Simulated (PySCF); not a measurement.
C3H4ClNSi, SMILES Cl[Si@@H]1C=CN=C1.

The structure is a stationary point at PBE0-D3(BJ)/def2-SVP. The structure was generated by enumeration; whether it is a known compound was not checked.

Level of theory: PBE0-D3(BJ)/def2-SVP in PySCF 2.14.0.

Frequencies are harmonic and unscaled.

| mode | ν (cm⁻¹) | IR (km/mol) | moving atoms (share of kinetic energy) |
|---|---|---|---|
| 1 | 103 | 3.5 | Cl 31 %, Si 24 %, N 21 %, C 18 % |
| 2 | 146 | 3.1 | C 33 %, Cl 22 %, Si 20 %, H 19 % |
| 3 | 355 | 2.3 | C 56 %, Cl 22 %, H 17 % |
| 4 | 419 | 25.0 | C 40 %, N 25 %, H 22 % |
| 5 | 489 | 10.5 | Si 40 %, C 28 %, N 14 %, H 13 % |
| 6 | 587 | 78.7 | Si 50 %, Cl 25 %, C 12 % |
| 7 | 633 | 12.6 | C 49 %, Si 31 %, N 13 % |
| 8 | 676 | 17.1 | H 79 %, C 15 % |
| 9 | 737 | 31.3 | H 81 %, C 14 % |
| 10 | 787 | 20.4 | C 52 %, H 41 % |
| 11 | 809 | 71.1 | H 64 %, C 21 %, Si 11 % |
| 12 | 867 | 91.1 | H 68 %, C 22 % |
| 13 | 886 | 27.6 | H 43 %, C 30 %, N 18 %, Si 9 % |
| 14 | 964 | 27.9 | H 38 %, C 36 %, N 24 % |
| 15 | 1011 | 0.1 | H 69 %, C 30 % |
| 16 | 1140 | 19.2 | H 66 %, C 32 % |
| 17 | 1288 | 7.8 | H 76 %, C 14 %, N 9 % |
| 18 | 1333 | 17.1 | H 66 %, C 30 % |
| 19 | 1600 | 15.1 | C 88 % |
| 20 | 1668 | 38.7 | C 54 %, N 42 % |
| 21 | 2257 | 86.5 | H 97 % |
| 22 | 3164 | 5.9 | H 92 %, C 8 % |
| 23 | 3203 | 12.4 | H 92 %, C 8 % |
| 24 | 3261 | 1.1 | H 91 %, C 9 % |
